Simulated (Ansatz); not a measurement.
A first, cheap relaxation of `[GeH3][SbH2]`.

```yaml
crystal:
  periodic: [false, false, false]
  atoms:
    - {symbol: Ge, position_ang: [-0.492100, -0.640000, -0.549300]}
    - {symbol: Sb, position_ang: [0.686700, 1.558100, 0.203000]}
    - {symbol: H, position_ang: [-0.381600, -1.700800, 0.492700]}
    - {symbol: H, position_ang: [-1.977800, -0.284000, -0.733200]}
    - {symbol: H, position_ang: [0.049100, -1.080100, -1.931200]}
    - {symbol: H, position_ang: [0.024200, 1.435800, 1.826100]}
    - {symbol: H, position_ang: [2.152700, 0.643000, 0.646000]}
basis:
  gaussian: {orbitals: def2-SVP}
hamiltonian: {xc: pbe, dispersion: d4}
relax: {f_tol: 0.03, max_steps: 200}
```

```sh
$ ansatz run in.yaml --threads 2 --pin off --events-out ev --progress --plain --max-ram 4352MiB
```

It prints (some lines left out):

```
Functional definition: PBE
mean field -63120.67926772 eV, -2319.6421783555 hartree, gradient 1.7e-5 eV, S^2 0.000000; 0 other end points of the search recorded, 0 dependent functions left out
relax step   1: F+E_penalty+E_count = -63120.81557708 eV  Δ(F+E_penalty+E_count) = +0.000e0 eV  max|allowed force component| = 8.646e-1 eV/Å  Δτ_max = 0.0000 Å  (24 SCF iters, accepted)
mean field -63120.69101299 eV, -2319.6426099864 hartree, gradient 9.6e-6 eV, S^2 0.000000; 0 other end points of the search recorded, 0 dependent functions left out
relax step   2: F+E_penalty+E_count = -63120.82468018 eV  Δ(F+E_penalty+E_count) = -9.103e-3 eV  max|allowed force component| = 6.369e-1 eV/Å  Δτ_max = 0.1630 Å  (26 SCF iters, accepted)
mean field -63120.75355111 eV, -2319.6449082200 hartree, gradient 1.9e-5 eV, S^2 0.000000; 0 other end points of the search recorded, 0 dependent functions left out
relax step   3: F+E_penalty+E_count = -63120.88863435 eV  Δ(F+E_penalty+E_count) = -6.395e-2 eV  max|allowed force component| = 1.332e-1 eV/Å  Δτ_max = 0.1226 Å  (25 SCF iters, accepted)
mean field -63120.75711049 eV, -2319.6450390245 hartree, gradient 1.6e-5 eV, S^2 0.000000; 0 other end points of the search recorded, 0 dependent functions left out
relax step   4: F+E_penalty+E_count = -63120.89205881 eV  Δ(F+E_penalty+E_count) = -3.424e-3 eV  max|allowed force component| = 9.275e-3 eV/Å  Δτ_max = 0.0408 Å  (25 SCF iters, accepted)
mean field -63120.75711049 eV, -2319.6450390245 hartree, gradient 1.6e-5 eV, S^2 0.000000; 1 other end points of the search recorded, 0 dependent functions left out
Total energy: -63120.89209477 eV, -2319.6499996055 hartree
Atom 0 at    -0.518852    -0.613250    -0.550951 Å, force     0.005105     0.009275     0.007128 eV/Å
Atom 1 at     0.730588     1.599891     0.207723 Å, force    -0.006403    -0.000703     0.003484 eV/Å
Atom 2 at    -0.381387    -1.760250     0.484669 Å, force     0.001545    -0.007669    -0.001661 eV/Å
Atom 3 at    -2.026762    -0.298888    -0.750002 Å, force     0.000847    -0.001832    -0.006857 eV/Å
Atom 4 at     0.064723    -1.088815    -1.909256 Å, force    -0.005009    -0.002637    -0.001656 eV/Å
Atom 5 at     0.071948     1.423341     1.803435 Å, force     0.003258     0.007088     0.000239 eV/Å
Atom 6 at     2.120943     0.669972     0.668481 Å, force     0.000657    -0.003521    -0.000678 eV/Å
Dipole moment:     0.010043     0.047868    -0.016279 e Å
```

Run time 5 s (2 threads of an Arm Neoverse V2 on a shared host); peak host memory 0.11 GiB.
